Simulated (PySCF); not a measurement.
An unknown gives this computed stick spectrum. Method: TDDFT CAM-B3LYP/def2-SVPD, vertical, gas phase, core orbitals frozen in the response (PySCF 2.14.0, density-fitted response routines). Geometries: PBE0-D3(BJ)/def2-SVP, one conformer each.

```json
{"state": "S1", "E (eV)": "7.04", "f": "0.0015", "main configurations (H = HOMO, L = LUMO)": "H→L (87%)"}
{"state": "S2", "E (eV)": "7.60", "f": "0.0006", "main configurations (H = HOMO, L = LUMO)": "H→L+2 (56%), H→L+1 (24%)"}
{"state": "S3", "E (eV)": "7.70", "f": "0.010", "main configurations (H = HOMO, L = LUMO)": "H-1→L (62%), H-2→L (15%), H→L+1 (9%)"}
{"state": "S4", "E (eV)": "7.96", "f": "0.015", "main configurations (H = HOMO, L = LUMO)": "H→L+3 (43%), H→L+1 (24%), H→L+4 (17%)"}
{"state": "S5", "E (eV)": "8.01", "f": "0.024", "main configurations (H = HOMO, L = LUMO)": "H→L+4 (41%), H→L+2 (22%), H→L+1 (22%)"}
{"state": "S6", "E (eV)": "8.24", "f": "0.0044", "main configurations (H = HOMO, L = LUMO)": "H-1→L+2 (33%), H→L+3 (20%), H→L+4 (16%)"}
{"state": "S7", "E (eV)": "8.30", "f": "0.027", "main configurations (H = HOMO, L = LUMO)": "H-1→L+2 (25%), H→L+3 (23%), H→L+4 (16%)"}
{"state": "S8", "E (eV)": "8.46", "f": "0.0023", "main configurations (H = HOMO, L = LUMO)": "H-2→L (31%), H-1→L+1 (29%), H-1→L+3 (13%)"}
{"state": "S9", "E (eV)": "8.56", "f": "0.0081", "main configurations (H = HOMO, L = LUMO)": "H-3→L (70%), H-2→L (9%)"}
{"state": "S10", "E (eV)": "8.66", "f": "0.014", "main configurations (H = HOMO, L = LUMO)": "H→L+5 (53%), H-1→L+3 (17%)"}
```

Orbital energies (eV): HOMO-3 -11.18, HOMO-2 -10.71, HOMO-1 -9.84, HOMO -9.16, LUMO 1.05, LUMO+1 1.28, LUMO+2 1.79.

Question: Which candidate is it? All have the formula C3H7FOSi.
A. `F[Si@H]1CCCO1`
B. `CO[C@@]1(F)C[SiH2]1`
C. `F[C@@H]1C[C@H]1O[SiH3]`
D. `CO[C@@H]1[SiH2][C@@H]1F`
E. `FC/C=C\O[SiH3]`

Answer: C. Its S1 lies at 7.04 eV; the nearest of the others has S1 at 6.25 eV. S1 is HOMO→LUMO (87%). Löwdin shares by element: HOMO carbon 39% or more, oxygen 29%, fluorine 12% (atoms not listed hold the other 21%); LUMO silicon 38%, hydrogen 23% or more, oxygen 12% (atoms not listed hold the other 27%). At the same level the other candidates give, for their lowest levels:
- `CO[C@@]1(F)C[SiH2]1`: 6.25 eV (f 0.141); 6.74 eV (f 0.005); 6.85 eV (f 0.002); 7.01 eV (f 0.051); 7.20 eV (f 0.051); T1 4.95 eV; HOMO -8.42, LUMO 0.79 eV
- `FC/C=C\O[SiH3]`: 6.18 eV (f 0.007); 6.61 eV (f 0.419); 7.17 eV (f 0.032); 7.39 eV (f 0.020); 7.63 eV (f 0.022); T1 4.12 eV; HOMO -8.42, LUMO 0.73 eV
- `CO[C@@H]1[SiH2][C@@H]1F`: 5.82 eV (f 0.001); 6.24 eV (f 0.119); 6.34 eV (f 0.044); 6.52 eV (f 0.018); 6.58 eV (f 0.013); T1 4.88 eV; HOMO -8.28, LUMO 0.86 eV
- `F[Si@H]1CCCO1`: 7.91 eV (f 0.005); 8.12 eV (f 0.006); 8.27 eV (f 0.026); 8.44 eV (f 0.017); 8.70 eV (f 0.002); T1 7.65 eV; HOMO -9.76, LUMO 1.19 eV

The values belong to the conformer `[F:1][C@@H:2]1[CH2:3][C@H:4]1[O:5][SiH3:6]`: C3–C4–O5–Si6 152°.
Triplets come from the Tamm–Dancoff approximation.

Without π bonds the low states are Rydberg-like; a valence basis with one diffuse set may place them up to an eV too high.
